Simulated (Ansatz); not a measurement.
These are frozen-core CCSD(T)/cc-pVQZ // B3LYP-D3(BJ)/def2-TZVP run with Ansatz (a first-principles code) values and carry that method's errors. The restricted HF reference is unstable towards unrestricted orbitals.

Ansatz 0.2 input:
```yaml
crystal:
  periodic: [false, false, false]
  atoms:
    - { symbol: C, position_ang: [-1.499837, 0.191227, 0.253027] }
    - { symbol: C, position_ang: [-0.191524, 0.434592, 0.205807] }
    - { symbol: C, position_ang: [0.805563, -0.621698, 0.034024] }
    - { symbol: N, position_ang: [2.068023, -0.48331, -0.02232] }
    - { symbol: H, position_ang: [-2.226181, 0.982513, 0.380473] }
    - { symbol: H, position_ang: [-1.884516, -0.818218, 0.164439] }
    - { symbol: H, position_ang: [0.184636, 1.450099, 0.295527] }
    - { symbol: H, position_ang: [0.407699, -1.635897, -0.054228] }
    - { symbol: H, position_ang: [2.332145, 0.50111, 0.070316] }
basis:
  gaussian: { orbitals: cc-pVQZ }
correlation:
  method: ccsd_t
```

Output:

```
Functional definition: HF
2167 factors; integrals over basis functions are off by at most 8.7e-4 eV
mean field evaluation 1: about -4649.9382 eV, gradient 3.4e1 eV
mean field evaluation 2: about -4649.9391 eV, gradient 3.4e1 eV
mean field evaluation 4: about -4652.9695 eV, gradient 4.5e0 eV
mean field evaluation 8: about -4653.0352 eV, gradient 3.2e-1 eV
mean field evaluation 16: about -4652.9689 eV, gradient 4.5e0 eV
mean field -4653.03615035 eV, -170.9959245842 hartree, gradient 3.6e-6 eV, S^2 0.000000; 0 other end points of the search recorded, 0 dependent functions left out; unrestricted orbitals would lower it
4 core orbitals not correlated
reference -4653.03615035 eV, -170.9959245842 hartree; 11, 11 occupied and 355, 355 virtual orbitals, 2167 factors
second order -19.83784407 eV of doubles, -0.00000000 eV of singles
cycle   1  -19.76216044 eV  change    7.6e-2 eV  update   9.8e-2
cycle   2  -20.28121228 eV  change   -5.2e-1 eV  update   3.2e-2
cycle   3  -20.40406153 eV  change   -1.2e-1 eV  update   1.6e-2
cycle   4  -20.39721802 eV  change    6.8e-3 eV  update   4.5e-3
cycle   5  -20.39748327 eV  change   -2.7e-4 eV  update   2.1e-3
cycle   6  -20.39850071 eV  change   -1.0e-3 eV  update   5.5e-4
cycle   7  -20.39831569 eV  change    1.9e-4 eV  update   2.9e-4
cycle   8  -20.39822853 eV  change    8.7e-5 eV  update   9.9e-5
cycle   9  -20.39826380 eV  change   -3.5e-5 eV  update   4.2e-5
cycle  10  -20.39826064 eV  change    3.2e-6 eV  update   1.3e-5
perturbative correction -1.00111793 eV, -0.0367904052 hartree
Total energy: -4674.43552891 eV, -171.7823372413 hartree
```

Cost: about 100 core-minutes (a rough figure).
